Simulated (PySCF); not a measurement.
How methods differ on the excitation energy of Cr

Cr [Ar] 3d5 4s1 (7S) → Cr [Ar] 3d4 4s1 4p1 (high-spin determinant), as a difference of total energies. All numbers are calculated (PySCF 2.14, the non-relativistic Hamiltonian (point nucleus), in def2-QZVPPD (11s6p5d3f2g, 93 functions)). Correlated levels: valence: [Ar] frozen; valence and next inner shell: [Ne] frozen. The calculations carry no spin-orbit coupling.

```json
{"method": "UHF", "excitation energy (eV)": "1.998"}
{"method": "LDA", "excitation energy (eV)": "4.280"}
{"method": "PBE", "excitation energy (eV)": "4.000"}
{"method": "PBE0", "excitation energy (eV)": "3.612"}
{"method": "r2SCAN", "excitation energy (eV)": "3.760"}
{"method": "CAM-B3LYP", "excitation energy (eV)": "3.535"}
{"method": "wB97X-V", "excitation energy (eV)": "3.385"}
{"method": "HSE06", "excitation energy (eV)": "3.611"}
{"method": "MP2 (valence)", "excitation energy (eV)": "2.969"}
{"method": "SCS-MP2 (valence)", "excitation energy (eV)": "2.322"}
{"method": "MP2 (valence and next inner shell)", "excitation energy (eV)": "3.547"}
{"method": "SCS-MP2 (valence and next inner shell)", "excitation energy (eV)": "2.876"}
```

Problem. How much does correlation contribute at MP2 (valence and next inner shell)?

Solution. 3.547 − (1.998) = 1.549 eV, measured against UHF.

A first-order spin-orbit estimate (lowest level to lowest level, LS coupling) adds -0.056 eV.

The determinant of the upper state mixes LS terms, which raises its energy above the lowest term, most at the Hartree-Fock and MP2 levels.
